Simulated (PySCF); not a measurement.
Changes within a family of molecules, several properties at once.

PySCF, B3LYP/def2-SVPD, density fitting, gas phase; each molecule at its own PBE0-D3(BJ)/def2-SVP geometry, one conformer. Singlet excitations by full TDDFT with frozen cores and triplets by Tamm–Dancoff TDDFT. 

Reference: `C=C[Si](F)(C=C)C=C`, with HOMO energy -7.52 eV, LUMO energy -0.97 eV, lowest singlet excitation 5.73 eV, lowest triplet excitation 4.18 eV, mean polarisability 99.4 au and dipole moment 1.55 D.

Changes against it:

```
                    molecule  Δ HOMO energy (eV)  Δ LUMO energy (eV)  Δ lowest singlet excitation (eV)  Δ lowest triplet excitation (eV)  Δ mean polarisability (au)  Δ dipole moment (D)
        C=C[Si](C=C)(C=C)NCC               +1.19               +0.10                             -1.11                             -0.01                       +33.8                -1.00
    C=C[Si](C=C)(C=C)N1CCCC1               +1.80               +0.17                             -1.66                             -0.22                       +51.8                -0.91
C=C[Si](C=C)(C=C)[Si](C)(C)C               +0.98               +0.35                             -0.58                             -0.02                       +69.2                -1.34
    C=C[Si](C=C)(C=C)OC(C)=O               +0.05               -0.04                             -0.07                             -0.01                       +28.3                +0.30
```

Rows whose labels were lost:

```json
{"row": "P", "Δ HOMO energy (eV)": "-0.05", "Δ LUMO energy (eV)": "-0.07", "Δ lowest singlet excitation (eV)": "+0.01", "Δ lowest triplet excitation (eV)": "0.00", "Δ mean polarisability (au)": "+20.8", "Δ dipole moment (D)": "+0.25"}
{"row": "Q", "Δ HOMO energy (eV)": "+0.23", "Δ LUMO energy (eV)": "+0.44", "Δ lowest singlet excitation (eV)": "+0.24", "Δ lowest triplet excitation (eV)": "+0.10", "Δ mean polarisability (au)": "+49.7", "Δ dipole moment (D)": "-1.47"}
```

Problem. Which row belongs to which of `C=C[Si](Br)(C=C)C=C` and `C=C[Si](C=C)(C=C)CCCC`?

Solution. P = `C=C[Si](Br)(C=C)C=C` and Q = `C=C[Si](C=C)(C=C)CCCC`. P and Q are told apart most clearly by the mean polarisability (+20.8 against +49.7 au); P comes close to the labelled row of `C=C[Si](C=C)(C=C)OC(C)=O` in every column.

Problem. Which row has the smallest HOMO–LUMO gap and which the largest, and does the HOMO or the LUMO shift more there?

Solution. Smallest, counted from the reference: `C=C[Si](C=C)(C=C)N1CCCC1`, -1.63 eV (HOMO +1.80, LUMO +0.17), the larger shift being that of the HOMO. Largest: Q, +0.21 eV (HOMO +0.23, LUMO +0.44), the larger shift being that of the LUMO.
